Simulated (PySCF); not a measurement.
# Calculated NMR parameters of C=CC1=C[Si@H](N[SiH3])C=C1

```
Formula                               : C6H11NSi2
SMILES                                : C=CC1=C[Si@H](N[SiH3])C=C1
Point group of the computed structure : C1
Degrees of unsaturation               : 4
Carbon signals                        : 6
Proton signals                        : 9
```

Mapped SMILES: `[CH2:1]=[CH:2][C:3]1=[CH:4][Si@H:5]([NH:6][SiH3:7])[CH:8]=[CH:9]1`. Each H is labelled by its parent atom. Ha(C1) is cis to C3; Hb(C1) is trans to C3.

- NMR shieldings at PBE0/pcSseg-1/GIAO
- geometry from GFN2-xTB
- program: PySCF 2.14
- non-relativistic, one averaged value for each set of equivalent atoms, a single conformation, gas phase

Shifts are taken against calculated references (same method and geometry level): $^{1}$H and $^{13}$C and $^{29}$Si against TMS; $^{15}$N against NH3.

| carbon | δC, type | δH (multiplicity) | HMBC from (2–3 bonds) | span of the C tensor (ppm) |
| --- | --- | --- | --- | --- |
| C1 | 121.9, CH2 | Hb(C1) 5.61 (m); Ha(C1) 5.77 (m) | H(C2) | 213 |
| C2 | 144.0, CH | 6.86 (m) | H(C9), H(C4), Ha(C1), Hb(C1) | 216 |
| C3 | 163.0, C | – | H(C9), H(C2), H(C8), H(C4), Ha(C1), Hb(C1), H(Si5) | 239 |
| C4 | 134.9, CH | 5.78 (d) | H(C9), H(C2), H(C8), H(Si5) | 201 |
| C8 | 140.1, CH | 6.34 (m) | H(C9), H(C4), H(Si5) | 239 |
| C9 | 149.9, CH | 7.51 (d) | H(C2), H(C8), H(C4), H(Si5) | 240 |

Other nuclei:
```csv
atoms,nucleus,environment,δ (ppm),σ (ppm)
H(Si5),$^{1}$H,"hydrogen on a silicon bonded to 2 C, N, in a 5-membered ring",5.19,26.52
H(Si7),$^{1}$H,hydrogen on a silicon bonded to N,4.85,26.87
H(N6),$^{1}$H,hydrogen on a nitrogen bonded to 2 Si,-0.11,31.82
Si5,$^{29}$Si,"silicon bonded to 2 C, N, H, in a 5-membered ring",-17.2,366.4
Si7,$^{29}$Si,"silicon bonded to N, 3 H",-54.6,403.7
N6,$^{15}$N,"nitrogen bonded to 2 Si, H",2.7,265.0
```

1. Carbon types of the structure: 1 × C, 4 × CH, 1 × CH2, leaving 5 H on heteroatoms.
2. δC 163.0: fully substituted alkene carbon; an sp2 carbon of a C=C bond.
3. δC 149.9, 144.0, 140.1, 134.9: alkene CH; an sp2 carbon of a C=C bond.
4. δC 121.9: terminal =CH2 carbon; as expected for a trigonal carbon in a double bond.
5. δH 5.77, 5.61: hydrogen on a terminal =CH2 carbon; olefinic region.
6. δH -0.11: hydrogen on a nitrogen bonded to 2 Si; exchangeable; this is the value without hydrogen bonding to other molecules.

OH and NH positions are those of a molecule without intermolecular hydrogen bonds; in solution they move with solvent, concentration and temperature, and exchange usually removes their couplings. Shifts are as computed. Against solution values, carbons near 30 ppm lie about +3 ppm off and those near 130 ppm about +5 ppm. Of 1309 compounds with measured shifts, 239 miss one by over three times the rms of a fit or turn the order of signals round; such compounds aren't used in these exercises. Experimental scales use liquid or dissolved standards, which lie at an offset from isolated NH3 (liquid NH3: subtract about 20 ppm). Multiplicities follow the n + 1 count of equivalent neighbours, as no J values were calculated; m marks all less simple cases, F and P coupling included.
